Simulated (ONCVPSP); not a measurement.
# Before and after: ONCV potential for vanadium (V)

```
Element                 : vanadium (V)
Generator               : ONCVPSP 4.0.1
Type                    : optimised norm-conserving Vanderbilt (ONCV)
Functional              : PBEsol
Relativity              : scalar-relativistic
Frozen core             : [Ne]
Valence charge          : 13
Reference configuration : 3s2 3p6 3d3 4s2
Partial waves           : 3s+4s: rc 1.40 bohr, ncon 3, nbas 7, qcut 9.3 1/bohr, 2 projectors; 3p: rc 1.05 bohr, ncon 5, nbas 8, qcut 7.7 1/bohr, 3 projectors, debl 0.9 Ha; 3d: rc 1.85 bohr, ncon 4, nbas 9, qcut 8.6 1/bohr, 1 projector
Local potential         : polynomial inside 0.90 bohr (lpopt 1, dvloc0 4 Ha)
Core correction         : Teter function, fcfact 2.75, rcfact 1.15
```

In the p channel the program set the typed energies aside and used -1.615, 0.250, 1.150 Ha.

Change: p: nproj 1.

Cutoffs: the cutoffs (Ha) at which the residual kinetic energy of the hardest occupied pseudo-wave falls to 1 and 0.1 mHa per electron; they do not see the model core or the augmentation charge, which bear on the density cutoff. Errors are all-electron minus pseudo energies relative to the spin-unpolarised reference configuration.

**Question.** What does the change do?

**Answer.** The potential gets neither clearly harder nor softer (68 Ha and 157 Ha → 68 Ha and 157 Ha); the bound ghost in p disappears; of the 4 tests that both files solve, the error grows in 1 and shrinks in 0 by more than 15 % and 0.3 meV (median size 1.5 → 9.7 meV).

```tsv
quantity	base	changed
cutoff, loose	68 Ha	68 Ha
cutoff, tight	157 Ha	157 Ha
bound ghosts	p	none
GHOST(+) flags under 300 eV	none	none
error for 3s2 3p6 3d3 4s1, meV [ΔE 7.75 eV]	+0.4	+0.4
error for 3s2 3p6 3d3 4s0, meV [ΔE 21.95 eV]	+2.4	+2.3
error for 3s2 3p6 3d2 4s0, meV [ΔE 50.80 eV]	+33	+33
error for 3s2 3p6 3d3 4s0 4p2, meV [ΔE 6.88 eV]	+0.6	+17
s: phases at 1.43 bohr within 0.05 rad from the reference energy up to (Ha; the scan ends near 5)	to the end of the scan	to the end of the scan
p: phases at 1.06 bohr within 0.05 rad from the reference energy up to (Ha; the scan ends near 5)	to the end of the scan	to the end of the scan
d: phases at 1.88 bohr within 0.05 rad from the reference energy up to (Ha; the scan ends near 5)	0.9	0.9
rms error of d²Exc/dni dnj with the model core, mHa	0.88	0.88
```

 A true bound ghost makes a file unfit for plane-wave use even where its test errors are small: the radial tests pick states by their node count and pass the ghost by.
